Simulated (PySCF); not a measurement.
C2H5FO2Si, SMILES O=C([Si@H](C)F)O. Atoms are numbered in the order given.

```xyz
11

C     -1.8598    -0.5302     0.8896
Si    -0.6289     0.5551     0.0144
F     -0.9960     0.6750    -1.5692
C      1.1000    -0.2456     0.2421
O      1.4951    -0.5110     1.3554
O      1.8207    -0.4839    -0.8663
H     -2.8580    -0.0672     0.9259
H     -1.9453    -1.5045     0.3829
H     -1.5137    -0.7070     1.9205
H     -0.5470     1.9298     0.5691
H      2.6653    -0.8840    -0.5800
```
Charge 0, spin multiplicity 1.

The structure is a stationary point at B3LYP-D3(BJ)/def2-SVP. The structure was generated by enumeration; whether it is a known compound was not checked. Other conformers were not sampled.

These are B3LYP/pcSseg-1 run with PySCF values and carry that method's errors.

GIAO shieldings, no solvent; atoms alike by connectivity are averaged. δ = σ(ref) − σ: ¹³C against TMS (σ = 181.3 ppm); ²⁹Si against TMS (σ = 338.7 ppm); ¹⁹F against CFCl3 (σ = 161.7 ppm); ¹⁷O against H2O (σ = 333.8 ppm); ¹H against TMS (σ = 31.68 ppm), references at their B3LYP-D3(BJ)/def2-TZVP geometries, non-relativistic.

```
nucleus       atoms  count  δ (ppm)
-------  ----------  -----  -------
¹³C              C4      1    190.1
¹³C              C1      1     -0.7
²⁹Si            Si2      1     -9.7
¹⁹F              F3      1   -202.2
¹⁷O              O5      1    504.8
¹⁷O              O6      1    248.0
¹H              H11      1     6.73
¹H              H10      1     5.20
¹H       H7, H8, H9      3     0.84
```
